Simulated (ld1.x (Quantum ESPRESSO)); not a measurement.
## Pseudopotential generation for Cd (Z = 48): TM, LDA (PZ), scalar-relativistic.

* Element: cadmium (Cd)
* Generator: ld1.x (Quantum ESPRESSO) 7.5
* Type: norm-conserving Troullier–Martins (Kleinman–Bylander form)
* Functional: LDA (PZ)
* Relativity: scalar-relativistic
* Frozen core: [Kr]
* Valence charge: 12
* Reference configuration: 4d10 5s0.5 5p0 (charge +1.5)
* Partial waves: 5p (bound, empty): rc 2.80 bohr; 4d (bound): rc 1.55 bohr; 5s (bound): rc 1.90 bohr
* Local potential: the s channel
* Core correction: Bessel-smoothed model core, default radius (core density twice the valence density)

- Cutoffs needed: 80 Ry and 120 Ry (the cutoffs (Ry, on a coarse ladder) from which the occupation-weighted sum of valence levels, in a spherical-Bessel basis at the reference potential, stays within 10 and 1 mRy of its value at 400 Ry)
- Ghost test: no extra level below or beside the all-electron valence levels (p, d, s, f tested) (spherical-Bessel basis up to 400 Ry, 20 bohr box)
- Largest excitation error: -1073 meV (all-electron minus pseudo) for 4d8 5s0 5p0, out of 7 test configurations
